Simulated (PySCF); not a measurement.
A structure optimised at B3LYP-D3(BJ)/def2-TZVP, used in a PySCF frequency run:

```xyz
3

Zn     0.0018     0.7873     0.0000
S     -0.0827    -1.3838     0.0000
H      1.2672    -1.4786     0.0000
```
Charge +1, spin multiplicity 1.

Write its SMILES, formula and point group.

[SH][Zn+], HSZn, Cs

What are its rotational constants (standard atomic weights)?

283.13, 4.8669, 4.7846 GHz
